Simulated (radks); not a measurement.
Species: Tl26+. Configuration: [Kr] 4d10 4f9. Method: non-relativistic Kohn-Sham, TPSS, spin-polarised, spherical densities, point nucleus; open shells are filled with parallel spins first (spin-orbit coupling, left out, can overturn this in heavy ions); meta-GGA in the generalised Kohn-Sham scheme; relativity is left out, which matters for an element this heavy; computed with a radial shooting solver on a logarithmic mesh with Libxc functionals.

Normalised radial functions P(r) = r R(r), r in bohr:

| r | 4f up |
|---|---|
| 0.001362 | 0.0000 |
| 0.001773 | 0.0000 |
| 0.002309 | 0.0000 |
| 0.003006 | 0.0000 |
| 0.003914 | 0.0000 |
| 0.005056 | 0.0000 |
| 0.006584 | 0.0000 |
| 0.008573 | 0.0001 |
| 0.01116 | 0.0002 |
| 0.01454 | 0.0007 |
| 0.01878 | 0.0017 |
| 0.02445 | 0.0043 |
| 0.03184 | 0.0108 |
| 0.04146 | 0.0261 |
| 0.05355 | 0.0585 |
| 0.06973 | 0.1272 |
| 0.0908 | 0.2579 |
| 0.1182 | 0.4798 |
| 0.154 | 0.8047 |
| 0.1989 | 1.1808 |
| 0.259 | 1.5225 |
| 0.3372 | 1.6585 |
| 0.4391 | 1.4810 |
| 0.5717 | 1.0459 |
| 0.7385 | 0.5640 |
| 0.9616 | 0.2046 |
| 1.252 | 0.0444 |
| 1.63 | 0.0049 |
| 2.123 | 0.0002 |

4f up: eigenvalue -862.95 eV, 0 radial nodes, <r> = 0.404 bohr, 90 % of the charge inside 0.617 bohr.
